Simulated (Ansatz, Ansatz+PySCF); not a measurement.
```xyz
2

Mg    0.0000    0.0000   -0.6991
O     0.0000    0.0000    1.0486
```

Basis set: def2-SVP (spherical functions). Frozen core: 2 orbitals. Charge 0, multiplicity 1.

Computed with Ansatz (development build ahead of 0.2.0); each method stands on the lowest determinant of its kind that the runs found. Restricted open shells among the atoms or ions are ROHF, correlated in semicanonical orbitals with singles. Restricted functionals stand beside restricted open-shell atoms, which can lie above the unrestricted atoms usual in DFT and then raise those values.

The atomization energy at this shape (free ground-state atoms in the same class of orbitals less the molecule, no zero-point energy) of singlet MgO:

| method | atomization energy |
| --- | --- |
| ωB97X (unrestricted) | 202.4 kJ/mol |
| ωB97X (restricted) | 194.4 kJ/mol |
| r²SCAN (unrestricted) | 255.9 kJ/mol |
| PBE0 (unrestricted) | 211.5 kJ/mol |
| PBE (unrestricted) | 277.7 kJ/mol |
| PBE (restricted) | 280.9 kJ/mol |
| PBE0 (restricted) | 194.2 kJ/mol |
| RHF-CCSD(T) | 192.0 kJ/mol |
| RHF-CCSD | 144.7 kJ/mol |
| RHF-MP2 | 255.8 kJ/mol |
| UHF | 102.8 kJ/mol |
| RHF | -123.1 kJ/mol |

Question: What does r²SCAN (restricted) give?

Answer: 246.8 kJ/mol. Caution for ωB97X (unrestricted), PBE0 (unrestricted): the determinant breaks the point group. Caution for ωB97X (unrestricted), UHF: the unrestricted determinant is a mixture of spin states. Caution for PBE0 (unrestricted): the unrestricted determinant is spin contaminated. Caution for RHF-CCSD(T), RHF-CCSD, RHF-MP2, RHF: an unrestricted determinant lies well below. Caution for RHF-CCSD(T), RHF-CCSD, RHF-MP2: large share of triples, a single reference is doubtful. Caution for RHF: the molecule lies well above its atoms at this level.
